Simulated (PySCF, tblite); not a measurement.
Isomers of C5H11OSi (doublet state), one GFN2-xTB conformer each. Single-point energies are computed at B3LYP/pcH-1 (PySCF, gas phase, no added dispersion term), electronic only. GFN2-xTB treats the open shell by occupation alone, and not every SCF solution was tested for stability.

```tsv
SMILES	GFN2-xTB relative energy (kJ/mol)
C=C([CH]O[SiH3])CC	0.0
C=CO[SiH2][CH]CC	98.8
C=[C]O[SiH2]CCC	133.4
```

Conformers: `[CH2:1]=[C:2]([CH:3][O:4][SiH3:5])[CH2:6][CH3:7]` (doublet state) with C1–C2–C3–O4 180°, C2–C3–O4–Si5 180°, C1–C2–C6–C7 97°; `[CH2:1]=[CH:2][O:3][SiH2:4][CH:5][CH2:6][CH3:7]` (doublet state) with C1–C2–O3–Si4 1°, C2–O3–Si4–C5 -179°, O3–Si4–C5–C6 2°, Si4–C5–C6–C7 121°; `[CH2:1]=[C:2][O:3][SiH2:4][CH2:5][CH2:6][CH3:7]` (doublet state) with C1–C2–O3–Si4 7°, C2–O3–Si4–C5 180°, O3–Si4–C5–C6 92°, Si4–C5–C6–C7 -64°.

Question: What does B3LYP/pcH-1 give for the same structures?

Answer: 
| SMILES | B3LYP/pcH-1 E (Eh) | B3LYP/pcH-1 (kJ/mol) | GFN2-xTB (kJ/mol) | point group |
| --- | --- | --- | --- | --- |
| C=C([CH]O[SiH3])CC | -561.87182 | 0.0 | 0.0 | C1 |
| C=CO[SiH2][CH]CC | -561.86475 | 18.6 | 98.8 | C1 |
| C=[C]O[SiH2]CCC | -561.84388 | 73.4 | 133.4 | C1 |

Both levels put the same isomer lowest; measured from each level's own lowest isomer, the values differ by up to 80.2 kJ/mol (C=CO[SiH2][CH]CC: 98.8 against 18.6). As drawn, the highest has an Si–C bond, which the lowest lacks. Neighbours under 21 kJ/mol apart (C=C([CH]O[SiH3])CC and C=CO[SiH2][CH]CC) can change places with a better method, another conformer or zero-point energy.

Question: What happens when harmonic zero-point energies from GFN2-xTB frequencies are added?

Answer: 
```
            SMILES  ZPE (kJ/mol)  electronic (kJ/mol)  with ZPE (kJ/mol)
C=C([CH]O[SiH3])CC         368.0                  0.0                0.0
  C=CO[SiH2][CH]CC         371.8                 18.6               22.4
   C=[C]O[SiH2]CCC         372.3                 73.4               77.7
```

The zero-point energies span 4.3 kJ/mol. The order is unchanged.
